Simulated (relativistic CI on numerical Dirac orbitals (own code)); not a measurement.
# What each ingredient does to the levels of Eu⁵⁶⁺

Base calculation: Dirac-Coulomb-Breit CI, separate exchange-only KLI orbitals for each configuration, QED by a radiative potential, unscaled Slater integrals.

Configuration list (outside the closed core 1s2): 2s2 2p3, 2s 2p4, 2p5, 2p4 3s, 2p4 3p, 2p4 3d, 2s2 2p2 3s, 2s2 2p2 3p, 2s2 2p2 3d, 2s 2p3 3s, 2s 2p3 3p, 2s 2p3 3d, 2s2 2p2 4s, 2s2 2p2 4p, 2s2 2p2 4d, 2s2 2p2 4f. Levels of other configurations are missing.

The lowest level and the first level of each name with at least 55 % of one term (blank where a level has no safe partner in the second run):

```
            Level  Base (eV)  Shift (eV)
  2s2 2p3 2P°_3/2       0.00        0.00
  2s2 2p3 4S°_3/2     657.77       +0.08
  2s2 2p3 2D°_5/2     680.02       +0.08
  2s2 2p3 2P°_1/2     720.19       +0.06
    2s 2p4 4P_5/2     929.39       +0.24
    2s 2p4 2S_1/2    1015.15       +0.24
    2s 2p4 4P_3/2    1610.15       +0.24
    2s 2p4 2D_5/2    1647.72       +0.24
    2s 2p4 2P_1/2    1696.77       +0.24
      2p5 2P°_3/2    2007.90       +0.53
      2p5 2P°_1/2    2690.76       +0.45
2s2 2p2 3s 4P_3/2    6995.72       +0.48
2s2 2p2 3s 2P_1/2    7004.47       +0.58
2s2 2p2 3s 2D_5/2    7014.57       +0.44
```

At this charge energies of transitions that change n are usually good to better than 1 %, and those within a shell (Δn = 0) to a few per cent.

Q: One thing was changed in a second run, which moved the levels as shown. Which?
A. valence Slater integrals scaled by 0.9
B. one mean potential for all configurations
C. Breit term removed
D. configuration mixing switched off
E. QED terms removed

A: B. One mean potential for all configurations. One potential for all configurations removes the relaxation of the orbitals, which moves whole configurations and changes the integrals a little.

LS names give the leading component of a level, which can be under half, so a name can repeat, a term be missing and a line seem to break the LS rules.
